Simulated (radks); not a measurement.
Species: Sm2+. Configuration: [Xe] 4f4 6p2 (not the ground configuration). Calculated with a radial shooting solver on a logarithmic mesh with Libxc functionals: Dirac Kohn-Sham, PBEsol, spin-unpolarised, spherical densities, finite nucleus; open shells fill j = l - 1/2 first; Fermi nuclear charge, rms radius 5.0819 fm.

Spin-orbit splittings of the eigenvalues, e(l+1/2) - e(l-1/2), with zeta = 2 splitting/(2l+1) and mean radii in bohr:

shell  occ.  splitting (eV)  zeta (eV)  <r> j=l-1/2  <r> j=l+1/2
2p        6           602.3      401.5      0.08075      0.08738
3p        6           121.9      81.26       0.2443       0.2571
3d       10           26.47      10.59       0.2287       0.2327
4p        6           27.12      18.08       0.5908       0.6192
4d       10           4.898      1.959       0.6580       0.6679
4f        4          0.6540     0.1869       0.8484       0.8564
5p        6           4.291      2.861        1.484        1.560
6p        2          0.6670     0.4447        3.689        3.830
